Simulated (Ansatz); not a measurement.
System: C₅H₇Si, charge 0, multiplicity 2. SMILES: [SiH3]C1=[C]C=CC1
Geometry: optimised at B3LYP-D3(BJ)/def2-TZVP (Ansatz, a quantum-chemistry and plane-wave program).

Property: atomisation energy, in kcal/mol. Terms: LANL2DZ with its own core potentials from Na on; non-relativistic; 6-311+G** with 5d, 6d on Na to Ar in Ansatz; atomisation electronic, to ground-state atoms; UHF or UKS for open shells; no dispersion term unless named; spin-orbit terms left out; 6-31G* and kin with 6d, 5d where marked. Ab initio and DFT rows: single points at B3LYP-D3(BJ) geometries (Ansatz).

| level | program | atomisation energy (kcal/mol) |
|---|---|---|
| B3LYP/STO-3G | Ansatz | 1517.6 |
| B3LYP/3-21G | Ansatz | 1225.6 |
| B3LYP/LANL2DZ | Ansatz | 1213.1 |
| B3LYP/6-31G | Ansatz | 1215.1 |
| B3LYP/6-31G* | Ansatz | 1258.3 |
| B3LYP/6-31+G* | Ansatz | 1247.9 |
| B3LYP/6-31G** | Ansatz | 1264.2 |
| B3LYP/def2-SVP | Ansatz | 1270.4 |
| B3LYP/cc-pVDZ | Ansatz | 1240.4 |
| B3LYP/6-311+G** | Ansatz | 1250.4 |
| B3LYP/def2-TZVPD | Ansatz | 1260.6 |

No value to compare with is used here. The 10 habitual levels span 1213.1 (B3LYP/LANL2DZ) to 1517.6 kcal/mol (B3LYP/STO-3G); B3LYP/def2-TZVPD gives 1260.6.

The sets are all those run for this method; left out are runs that failed, that the program found above a lower state of the same kind, or whose <S^2> lies over 0.5 above the pure value.
